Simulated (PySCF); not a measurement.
## Basis-set dependence of excited states

B2F2H5N.
Cartesian coordinates in Å at the PBE0-D3(BJ)/def2-SVP level; atoms count from 1:
```xyz
10
B2F2H5N angstrom
N     -1.2000    0.2069    0.1168
B      0.1372   -0.4077   -0.5874
B      1.4591    0.0859    0.3507
F      1.2713    0.8074    1.4758
F      2.7390   -0.1686    0.1067
H     -1.2794   -0.1009    1.0872
H     -2.0493   -0.0744   -0.3736
H     -1.1711    1.2274    0.1327
H      0.1538    0.0315   -1.7304
H     -0.0107   -1.6239   -0.5936
```

TDDFT with PBE0 (PySCF), vertical singlets, core orbitals frozen in the response, spherical d and f functions. One conformer (not necessarily the lowest) at the PBE0-D3(BJ)/def2-SVP geometry, without solvent, vibrations or thermal averaging.

How do the low singlets change with the basis? Take 6-31G*, def2-SVP, 6-31+G*, def2-SVPD, aug-cc-pVDZ, def2-TZVP and def2-TZVPD.

```json
{"basis": "6-31G*", "functions": "80", "diffuse": "no", "S1 (eV)": "6.83", "S2 (eV)": "7.11", "S3 (eV)": "7.63", "S4 (eV)": "8.34", "S5 (eV)": "8.85", "LUMO (eV)": "0.99", "α (au)": "33.3"}
{"basis": "def2-SVP", "functions": "95", "diffuse": "no", "S1 (eV)": "6.52", "S2 (eV)": "7.00", "S3 (eV)": "7.26", "S4 (eV)": "8.14", "S5 (eV)": "8.51", "LUMO (eV)": "0.39", "α (au)": "34.8"}
{"basis": "6-31+G*", "functions": "100", "diffuse": "yes", "S1 (eV)": "5.69", "S2 (eV)": "6.40", "S3 (eV)": "6.91", "S4 (eV)": "7.29", "S5 (eV)": "7.55", "LUMO (eV)": "-0.78", "α (au)": "39.4"}
{"basis": "def2-SVPD", "functions": "146", "diffuse": "yes", "S1 (eV)": "6.03", "S2 (eV)": "6.69", "S3 (eV)": "6.86", "S4 (eV)": "7.59", "S5 (eV)": "7.85", "LUMO (eV)": "-0.46", "α (au)": "42.9"}
{"basis": "aug-cc-pVDZ", "functions": "160", "diffuse": "yes", "S1 (eV)": "5.62", "S2 (eV)": "6.30", "S3 (eV)": "6.76", "S4 (eV)": "7.02", "S5 (eV)": "7.14", "LUMO (eV)": "-0.94", "α (au)": "43.5"}
{"basis": "def2-TZVP", "functions": "185", "diffuse": "no", "S1 (eV)": "6.13", "S2 (eV)": "6.84", "S3 (eV)": "6.91", "S4 (eV)": "7.92", "S5 (eV)": "8.00", "LUMO (eV)": "-0.23", "α (au)": "40.6"}
{"basis": "def2-TZVPD", "functions": "236", "diffuse": "yes", "S1 (eV)": "5.76", "S2 (eV)": "6.46", "S3 (eV)": "6.83", "S4 (eV)": "7.26", "S5 (eV)": "7.53", "LUMO (eV)": "-0.74", "α (au)": "43.5"}
```

States are compared by their number. Against the largest diffuse basis here (def2-TZVPD, itself not a converged limit), sets without diffuse functions differ by up to 1.06 eV in S1 and 1.33 eV in S5; the smaller diffuse sets differ by up to 0.27 and 0.38 eV. State by state, the largest deviation of a set without diffuse functions is S1 1.06, S2 0.65, S3 0.80, S4 1.08, S5 1.33 eV. The same number needn't mean the same state in each row. Against def2-TZVPD the polarisability deviates by -23% in 6-31G*, -20% in def2-SVP, -9% in 6-31+G*, -1% in def2-SVPD, 0% in aug-cc-pVDZ, -7% in def2-TZVP. A single + in a Pople set puts diffuse functions on heavy atoms only.

Without π bonds the low states may be Rydberg-like; a valence basis with one diffuse set may place them up to an eV too high.
